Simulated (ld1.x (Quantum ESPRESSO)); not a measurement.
## Reading a pseudo-wave (Si (Z = 14))

Columns: radius, all-electron u(r) and pseudo u(r) of the 3p shell (level -4.23 eV) of silicon in the configuration [Ne] 3s1.75 3p2.25; PBE, scalar-relativistic, TM scheme, ld1.x (Quantum ESPRESSO) 7.5.

```
r (bohr)  all-electron   pseudo
   0.103        0.1063  -0.0039
   0.205        0.2200  -0.0152
   0.308        0.2611  -0.0340
   0.410        0.2386  -0.0595
   0.513        0.1754  -0.0917
   0.615        0.0917  -0.1293
   0.718       -0.0012  -0.1721
   0.820       -0.0934  -0.2182
   0.923       -0.1819  -0.2675
   1.025       -0.2622  -0.3176
   1.128       -0.3346  -0.3681
   1.230       -0.3974  -0.4164
   1.332       -0.4518  -0.4616
   1.435       -0.4984  -0.5028
   1.538       -0.5369  -0.5385
   1.640       -0.5674  -0.5678
   1.743       -0.5910  -0.5911
   1.845       -0.6081  -0.6081
   1.948       -0.6194  -0.6194
   2.050       -0.6256  -0.6256
   2.153       -0.6273  -0.6273
   2.255       -0.6253  -0.6253
   2.358       -0.6198  -0.6198
   2.460       -0.6117  -0.6117
   2.562       -0.6013  -0.6013
   2.665       -0.5888  -0.5888
```

How many radial nodes do the two functions have?

The all-electron 3p function has n − l − 1 = 1; the pseudo-wave has 0, since the states of the same l below it are removed with the core.

At about which radius was the pseudo-wave matched?

2.05 bohr. The columns agree to 0.0005 from 1.64 bohr on; several derivatives are matched, so the curves merge somewhat inside the radius.

Is the pseudo-wave norm-conserving?

Yes: the TM scheme keeps the norm inside the radius equal to the all-electron one, which fixes the energy derivative of the logarithmic derivative at the level.
